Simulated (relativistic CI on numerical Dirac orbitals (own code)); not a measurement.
**Spin-allowed bands of a d2 ion in an octahedral site, by hand**

Problem. Take Δ = 26700 cm⁻¹ and B = 580 cm⁻¹ for a d2 ion in an octahedral site. Calculate the three spin-allowed bands.

Working.
1. The terms of highest spin are 3F (energy 0) and 3P (15B = 8700 cm⁻¹). Here the F term splits into A2 at +1.2Δ = 32040, T2 at +0.2Δ = 5340 and T1 at −0.6Δ = -16020 cm⁻¹.
2. The two T1 states mix through the element 0.4Δ: H = [[-16020, 10680], [10680, 8700]], with roots ½(H₁₁ + H₂₂) ∓ ½√[(H₂₂ − H₁₁)² + 4H₁₂²] = ½(-7320) ∓ ½(32670) = -19995 and 12675 cm⁻¹.
3. The ground term is 3T1 at -19995 cm⁻¹.
4. Bands: 3T2 25335 cm⁻¹ (395 nm), 3T1(P) 32670 cm⁻¹ (306 nm), 3A2 52035 cm⁻¹ (192 nm).

Check. Exact diagonalisation of the whole d2 shell with these parameters gives 3T2 25335, 3T1 32670, 3A2 52035 cm⁻¹. The match is exact, since without spin-orbit coupling no other term has this spin. The ratio of the second band to the first, 1.290, depends on Δ/B = 46.0 alone, which is how a Tanabe-Sugano diagram is read.
